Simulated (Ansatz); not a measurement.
One change: `C=CC[N]([GeH3])CC=C` becomes `C=CC[NH][GeH3]`.

Ansatz, PBE0-D4/def2-TZVP geometries, multiplicity 1. Each molecule was computed in one conformer, which needn't be the lowest.

Scalar relativity is left out up to krypton.

```tsv
property	`C=CC[N]([GeH3])CC=C`
HOMO–LUMO gap (B3LYP/def2-TZVPP) / eV	5.93
size of the dipole moment (PBE/def2-TZVPP) / D	0.68
HOMO energy (B3LYP/def2-TZVPP) / eV	-6.01
LUMO energy (ωB97M-V/def2-TZVPP) / eV	2.21
HOMO–LUMO gap (PBE/def2-TZVPP) / eV	4.07
HOMO energy (ωB97M-V/def2-TZVPP) / eV	-8.50
```

**Question.** What does the change do to each property? (An estimate is asked.)

**Answer.** Computed: 
```
                                      property  `C=CC[NH][GeH3]`  shift
         HOMO–LUMO gap (B3LYP/def2-TZVPP) / eV              6.31   0.38
size of the dipole moment (PBE/def2-TZVPP) / D              0.58  -0.10
           HOMO energy (B3LYP/def2-TZVPP) / eV             -6.55  -0.54
         LUMO energy (ωB97M-V/def2-TZVPP) / eV              1.93  -0.28
           HOMO–LUMO gap (PBE/def2-TZVPP) / eV              4.41   0.34
         HOMO energy (ωB97M-V/def2-TZVPP) / eV             -9.09  -0.59
```

With PBE0 the HOMO falls by 0.55 eV and the LUMO falls by 0.15 eV, so the gap widens by about 0.40 eV. PBE moves the HOMO by -0.46 eV and ωB97M-V by -0.59 eV. Dipoles are sizes alone; their direction can turn.

Positive LUMOs are unbound, so they and the gaps depend on the basis.

B3LYP here is the variant with VWN-RPA as its local correlation; programs differ in this.
